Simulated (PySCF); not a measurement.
C2H11GeNSi.
Bonds: C1–N2, N2–C3, N2–Si4, Si4–Ge5. Hydrogens: H6, H7, H8 on C1; H9, H10, H11 on C3; H12, H13 on Si4; H14, H15, H16 on Ge5.

Computed with PBE0-D3(BJ)/def2-SVP geometry optimisation, gas phase in PySCF 2.14.0.

**Question.** What internal coordinates does the optimisation give?

**Answer.** 
| bond | length (pm) |
| --- | --- |
| C1–N2, N2–C3 | 144.1 |
| N2–Si4 | 173.9 |
| Si4–Ge5 | 238.4 |
| C1–H6 | 111.0 |
| C1–H7 and 4 like bonds | 110.5 |
| Si4–H12 | 149.6 |
| Si4–H13 | 150.7 |
| Ge5–H14, Ge5–H15, Ge5–H16 | 154.2 |

Bonds in one row agree within 1 pm and their mean is given. A selection of angles:
| angle | degrees |
| --- | --- |
| N2–C1–H6 | 113.0 |
| N2–C1–H7 | 110.6 |
| H6–C1–H7 | 107.2 |
| C1–N2–C3 | 113.8 |
| C1–N2–Si4 | 120.7 |
| N2–Si4–Ge5 | 110.2 |
| N2–Si4–H12 | 107.3 |
| N2–Si4–H13 | 115.3 |
| Ge5–Si4–H12 | 109.8 |
| Ge5–Si4–H13 | 107.6 |
| H12–Si4–H13 | 106.5 |
| Si4–Ge5–H14 | 110.0 |
| Si4–Ge5–H15 | 110.9 |
| H14–Ge5–H15 | 108.3 |

Dihedral angles: C1–N2–Si4–Ge5 158° (antiperiplanar). The mirror-image conformer, all signs reversed, is as good.

Ge5 (germanium bonded to Si and 3 H) is tetrahedral (angles from 107.5° to 112.2°). Of the pairs four or more bonds apart, H7···H11 is among the closest relative to their van der Waals radii: 2.45 Å, 102 % of the sum of Bondi's values. N2 (silicon-bound nitrogen) is almost planar (angles 122.3°, 120.7° and 113.8°, sum 356.8°, 0.16 Å off the plane of its three neighbours). Si4 (SiH2 silicon) is distorted tetrahedral (angles from 106.5° to 115.3°).

Point group: C1 (no symmetry element, even within 0.4 Å). No PBE0-D3(BJ)/def2-SVP frequencies stand behind this structure, so it isn't proved a minimum. The numbers are those of one conformer.
